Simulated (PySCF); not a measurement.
# Atomic charges against the basis set

Compound: C3H5BN2Si.
SMILES with atom numbers: `[N:1]#[C:2][B:3]([C:4]#[N:5])[CH2:6][SiH3:7]` (hydrogens: H8, H9 on C6; H10, H11, H12 on Si7)

PBE0 throughout (PySCF), one geometry, spherical d and f functions. Isolated species at its PBE0-D3(BJ)/def2-SVP geometry (one conformer only). Atoms taken as equivalent share a column and are averaged.

Mulliken charges (e):

```json
{"basis": "STO-3G", "functions": "44", "N1/N5": "-0.164", "C2/C4": "-0.021", "B3": "+0.309", "C6": "-0.389", "Si7": "+0.552", "H8/H9": "+0.097", "H10/H11/H12": "-0.099"}
{"basis": "6-31G", "functions": "77", "N1/N5": "-0.227", "C2/C4": "-0.058", "B3": "+0.673", "C6": "-0.892", "Si7": "+0.533", "H8/H9": "+0.243", "H10/H11/H12": "-0.077"}
{"basis": "pcSseg-0", "functions": "77", "N1/N5": "-0.302", "C2/C4": "-0.154", "B3": "+1.203", "C6": "-1.355", "Si7": "+0.459", "H8/H9": "+0.315", "H10/H11/H12": "-0.008"}
{"basis": "6-31G*", "functions": "112", "N1/N5": "-0.278", "C2/C4": "+0.107", "B3": "+0.365", "C6": "-0.750", "Si7": "+0.363", "H8/H9": "+0.241", "H10/H11/H12": "-0.039"}
{"basis": "cc-pVDZ", "functions": "127", "N1/N5": "-0.110", "C2/C4": "-0.050", "B3": "+0.196", "C6": "-0.224", "Si7": "+0.199", "H8/H9": "+0.099", "H10/H11/H12": "-0.016"}
{"basis": "def2-SVP", "functions": "127", "N1/N5": "-0.019", "C2/C4": "-0.069", "B3": "+0.045", "C6": "-0.326", "Si7": "+0.313", "H8/H9": "+0.123", "H10/H11/H12": "-0.034"}
{"basis": "aug-cc-pVDZ", "functions": "210", "N1/N5": "-0.437", "C2/C4": "+0.092", "B3": "+0.893", "C6": "+0.418", "Si7": "-0.675", "H8/H9": "-0.414", "H10/H11/H12": "+0.294"}
{"basis": "6-311+G(2d,p)", "functions": "227", "N1/N5": "-0.217", "C2/C4": "-0.083", "B3": "+0.697", "C6": "-0.715", "Si7": "+0.302", "H8/H9": "+0.206", "H10/H11/H12": "-0.032"}
{"basis": "def2-TZVP", "functions": "253", "N1/N5": "-0.004", "C2/C4": "-0.164", "B3": "+0.189", "C6": "-0.332", "Si7": "+0.123", "H8/H9": "+0.167", "H10/H11/H12": "+0.008"}
{"basis": "cc-pVTZ", "functions": "284", "N1/N5": "-0.076", "C2/C4": "-0.092", "B3": "+0.212", "C6": "-0.301", "Si7": "+0.150", "H8/H9": "+0.136", "H10/H11/H12": "+0.001"}
{"basis": "IGLO-III", "functions": "304", "N1/N5": "-0.275", "C2/C4": "+0.041", "B3": "+0.474", "C6": "-0.656", "Si7": "+0.675", "H8/H9": "+0.181", "H10/H11/H12": "-0.129"}
{"basis": "pcSseg-2", "functions": "329", "N1/N5": "-0.140", "C2/C4": "-0.065", "B3": "+0.333", "C6": "-0.369", "Si7": "+0.538", "H8/H9": "+0.103", "H10/H11/H12": "-0.099"}
```

IAO charges (e):

```json
{"basis": "STO-3G", "functions": "44", "N1/N5": "-0.111", "C2/C4": "-0.015", "B3": "+0.204", "C6": "-0.599", "Si7": "+0.663", "H8/H9": "+0.157", "H10/H11/H12": "-0.110"}
{"basis": "6-31G", "functions": "77", "N1/N5": "-0.157", "C2/C4": "+0.030", "B3": "+0.211", "C6": "-0.629", "Si7": "+0.477", "H8/H9": "+0.189", "H10/H11/H12": "-0.061"}
{"basis": "pcSseg-0", "functions": "77", "N1/N5": "-0.156", "C2/C4": "+0.038", "B3": "+0.191", "C6": "-0.637", "Si7": "+0.464", "H8/H9": "+0.189", "H10/H11/H12": "-0.054"}
{"basis": "6-31G*", "functions": "112", "N1/N5": "-0.159", "C2/C4": "+0.034", "B3": "+0.208", "C6": "-0.642", "Si7": "+0.608", "H8/H9": "+0.183", "H10/H11/H12": "-0.096"}
{"basis": "cc-pVDZ", "functions": "127", "N1/N5": "-0.153", "C2/C4": "+0.030", "B3": "+0.200", "C6": "-0.641", "Si7": "+0.601", "H8/H9": "+0.183", "H10/H11/H12": "-0.094"}
{"basis": "def2-SVP", "functions": "127", "N1/N5": "-0.152", "C2/C4": "+0.033", "B3": "+0.193", "C6": "-0.639", "Si7": "+0.621", "H8/H9": "+0.181", "H10/H11/H12": "-0.099"}
{"basis": "aug-cc-pVDZ", "functions": "210", "N1/N5": "-0.166", "C2/C4": "+0.039", "B3": "+0.202", "C6": "-0.647", "Si7": "+0.603", "H8/H9": "+0.187", "H10/H11/H12": "-0.093"}
{"basis": "6-311+G(2d,p)", "functions": "227", "N1/N5": "-0.166", "C2/C4": "+0.040", "B3": "+0.202", "C6": "-0.658", "Si7": "+0.634", "H8/H9": "+0.189", "H10/H11/H12": "-0.101"}
{"basis": "def2-TZVP", "functions": "253", "N1/N5": "-0.165", "C2/C4": "+0.039", "B3": "+0.203", "C6": "-0.661", "Si7": "+0.643", "H8/H9": "+0.189", "H10/H11/H12": "-0.103"}
{"basis": "cc-pVTZ", "functions": "284", "N1/N5": "-0.162", "C2/C4": "+0.037", "B3": "+0.203", "C6": "-0.659", "Si7": "+0.628", "H8/H9": "+0.189", "H10/H11/H12": "-0.099"}
{"basis": "IGLO-III", "functions": "304", "N1/N5": "-0.166", "C2/C4": "+0.039", "B3": "+0.203", "C6": "-0.661", "Si7": "+0.642", "H8/H9": "+0.189", "H10/H11/H12": "-0.103"}
{"basis": "pcSseg-2", "functions": "329", "N1/N5": "-0.166", "C2/C4": "+0.040", "B3": "+0.203", "C6": "-0.661", "Si7": "+0.642", "H8/H9": "+0.189", "H10/H11/H12": "-0.103"}
```

Some averages cover members that differ in this geometry, most widely: H10/H11/H12, Mulliken in aug-cc-pVDZ +0.250 to +0.318 e.

Which scheme is steadiest as the basis changes?

Largest range over the bases for any column: IAO 0.20 e, Mulliken 1.77 e. IAO charges move least and Mulliken charges most, counted in e. Without the minimal STO-3G basis the ranges are IAO 0.18, Mulliken 1.77 e.

How much do the charges still move between the two largest bases, IGLO-III and pcSseg-2?

At most, over all atoms: Mulliken 0.287 e, IAO 0.000 e.

What do the same runs give for the total energy, the frontier levels and the dipole moment?

```json
{"basis": "STO-3G", "energy (Eh)": "-534.2446", "HOMO (eV)": "-7.84", "LUMO (eV)": "-0.89", "μ (D)": "3.85"}
{"basis": "6-31G", "energy (Eh)": "-540.6014", "HOMO (eV)": "-9.74", "LUMO (eV)": "-3.38", "μ (D)": "4.25"}
{"basis": "pcSseg-0", "energy (Eh)": "-539.8173", "HOMO (eV)": "-10.09", "LUMO (eV)": "-3.66", "μ (D)": "4.30"}
{"basis": "6-31G*", "energy (Eh)": "-540.7044", "HOMO (eV)": "-9.63", "LUMO (eV)": "-3.41", "μ (D)": "4.15"}
{"basis": "cc-pVDZ", "energy (Eh)": "-540.7419", "HOMO (eV)": "-9.66", "LUMO (eV)": "-3.45", "μ (D)": "4.07"}
{"basis": "def2-SVP", "energy (Eh)": "-540.4477", "HOMO (eV)": "-9.77", "LUMO (eV)": "-3.54", "μ (D)": "4.13"}
{"basis": "aug-cc-pVDZ", "energy (Eh)": "-540.7559", "HOMO (eV)": "-9.81", "LUMO (eV)": "-3.66", "μ (D)": "4.34"}
{"basis": "6-311+G(2d,p)", "energy (Eh)": "-540.8068", "HOMO (eV)": "-9.85", "LUMO (eV)": "-3.69", "μ (D)": "4.37"}
{"basis": "def2-TZVP", "energy (Eh)": "-540.8277", "HOMO (eV)": "-9.82", "LUMO (eV)": "-3.65", "μ (D)": "4.32"}
{"basis": "cc-pVTZ", "energy (Eh)": "-540.8219", "HOMO (eV)": "-9.79", "LUMO (eV)": "-3.61", "μ (D)": "4.26"}
{"basis": "IGLO-III", "energy (Eh)": "-540.8327", "HOMO (eV)": "-9.84", "LUMO (eV)": "-3.68", "μ (D)": "4.36"}
{"basis": "pcSseg-2", "energy (Eh)": "-540.8327", "HOMO (eV)": "-9.84", "LUMO (eV)": "-3.67", "μ (D)": "4.36"}
```

The dipole is fixed by the density alone, so its range of 0.52 D shows that the density itself changes with the basis, not only its division among atoms.
